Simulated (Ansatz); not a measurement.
`O[SiH](O)S` + `C[Si](N)(S)Cl` → `N[SiH](O)S` + `C[Si](O)(S)Cl`  (redistribution)

Gas-phase electronic energies from Ansatz, PBE0-D4/def2-TZVP geometries. CBS: MP2 limit from def2 TZ/QZ plus the TZ coupled-cluster correction, frozen cores. DFT in def2-TZVPP. One conformer a species, not always the lowest.

(1) Is it downhill or uphill in electronic energy at CCSD(T)/CBS, and by how much? (Best estimate.)

(2) What do these levels give: PBE-D4, PBE0-D4, ωB97X-V, r2SCAN, MP2/CBS(def2), CCSD/CBS(def2)? (Estimate.)

Largest T1 diagnostic among the species: 0.011.

## Answers

(1) Ansatz gave: Nearly level: ΔE = -0.5 kJ/mol.

(2) The calculation gave: PBE-D4 -1.5, PBE0-D4 -1.3, ωB97X-V -1.6, r2SCAN -2.1, MP2/CBS(def2) -0.2, CCSD/CBS(def2) -0.7 kJ/mol.
